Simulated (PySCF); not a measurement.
**Energy profile**

The step: SiNH₄Cl ([NH2][SiH2][Cl]) + HF → SiH₂ClF ([F][SiH2][Cl]) + NH₃; bonds formed: Si1–F7, N2–H6; bonds broken: Si1–N2, H6–F7 (atoms numbered as in the saddle structure below).

```json
{"atom": "Si1", "x (Å)": "-0.7456", "y (Å)": "-0.3359", "z (Å)": "-0.1269"}
{"atom": "N2", "x (Å)": "1.0637", "y (Å)": "0.0131", "z (Å)": "-0.0712"}
{"atom": "H3", "x (Å)": "-0.7661", "y (Å)": "-1.4063", "z (Å)": "-1.1703"}
{"atom": "H4", "x (Å)": "-1.2881", "y (Å)": "-0.9839", "z (Å)": "1.0786"}
{"atom": "Cl5", "x (Å)": "-1.7907", "y (Å)": "1.1230", "z (Å)": "-1.1132"}
{"atom": "H6", "x (Å)": "0.7345", "y (Å)": "0.7999", "z (Å)": "0.7720"}
{"atom": "F7", "x (Å)": "-0.2872", "y (Å)": "1.1629", "z (Å)": "1.3271"}
{"atom": "H8", "x (Å)": "1.4406", "y (Å)": "0.3897", "z (Å)": "-0.9327"}
{"atom": "H9", "x (Å)": "1.6389", "y (Å)": "-0.7623", "z (Å)": "0.2365"}
```

Electronic energies by CCSD(T) at an estimated basis limit (MP2 extrapolated from triple and quadruple zeta, plus CCSD(T) − MP2 in triple zeta), on PBE0-D4/def2-TZVP structures; SiNH$_{5}$ClF, closed shell; no counterpoise correction. PySCF 2.14 with density fitting (its default auxiliary sets; JK sets also for MP2 and CCSD(T)); basis: def2-TZVPP and def2-QZVPP; cores frozen in the correlated methods. Extrapolation: Hartree–Fock as exp(−7.88 √X), correlation as X^−2.97.

**Question.** Give the profile in kcal/mol, counted from the separated reactants. (An estimate is asked for; the value comes from the calculation.)

**Answer.** Computed:
```csv
point,kcal/mol
"separated: SiNH$_{4}$Cl (linked as [NH2][SiH2][Cl]; Si1, N2, H3, H4, Cl5, H8, H9; singlet) + HF (H6, F7; singlet)",0.00
start structure,-6.34
saddle,13.46
end structure,-23.68
"separated: SiH$_{2}$ClF (linked as [F][SiH2][Cl]; Si1, H3, H4, Cl5, F7; singlet) + NH$_{3}$ (N2, H6, H8, H9; singlet)",-17.75
```

No T1 diagnostic of these runs exceeds 0.011.

Steps of this kind, hydrogen fluoride cutting a network bond, underlie vapour etching and the fluorination step of atomic layer etching.

For scale, one of the runs: CCSD(T)/def2-TZVPP, 216 basis functions, launched by `OMP_NUM_THREADS=4 python run.py`. Time: 10 min of wall clock on 4 CPU threads of an Arm Neoverse V2; the host was shared. Peak host memory: 3.4 GiB.
